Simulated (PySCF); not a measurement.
**Computed properties of In(F)(Br)(vinyl) (C2H3BrFIn), SMILES [Br][In]([CH]=C)[F]**

C2H3BrFIn, SMILES C=[CH][In]([F])[Br]. The structure is a stationary point at B3LYP-D3(BJ)/def2-SVP. The structure was generated by enumeration; whether it is a known compound was not checked. The def2 effective core potentials stand for the cores of In; spin–orbit coupling is left out. The values are those of a single conformer. All values are computed for the isolated molecule unless a solvent is named; none is compared with measurement here.

**Structure.** The optimised structure has Cs symmetry. All 18 harmonic modes at B3LYP-D3(BJ)/def2-SVP (PySCF) are real, so it is a minimum. With heavy atoms numbered as in [In:1]([F:2])([Br:3])[CH:4]=[CH2:5], the shortest bond between them is C4–C5 at 1.338 Å and the longest In1–Br3 at 2.498 Å.

**Vibrations.** The strongest infrared lines (harmonic, unscaled, degenerate partners summed) lie at 607 cm⁻¹ (70 km/mol, F 82 %, In 15 %), 1232 cm⁻¹ (46 km/mol, H 73 %, C 27 %), 462 cm⁻¹ (33 km/mol, H 70 %, C 28 %). The softest mode is at 52 cm⁻¹ and the zero-point energy is 27.5 kcal/mol.

**Electronic structure.** M06-2X/def2-TZVP (PySCF) places the frontier levels at -9.57 and -1.40 eV, a gap of 8.17 eV, and gives a dipole moment of 4.12 D and a mean polarisability of 76.0 bohr³. PBE/def2-TZVP (PySCF) at the same geometry gives -7.05 and -2.81 eV, so its gap is 3.93 eV narrower. An orbital gap is neither the optical nor the fundamental gap.

**Excitations.** TDA-PBE0/def2-SVPD (PySCF) has S1 at 5.10 eV (243 nm, f = 0.031, weak); the most intense of the 10 singlets computed lies at 6.42 eV (f = 0.38). T1 (TDA) is at 4.11 eV, 0.99 eV under S1. TDA-PBE/def2-SVPD (PySCF) puts S1 at 4.31 eV. No vertical singlet excitation falls in the visible range (under 3.1 eV).
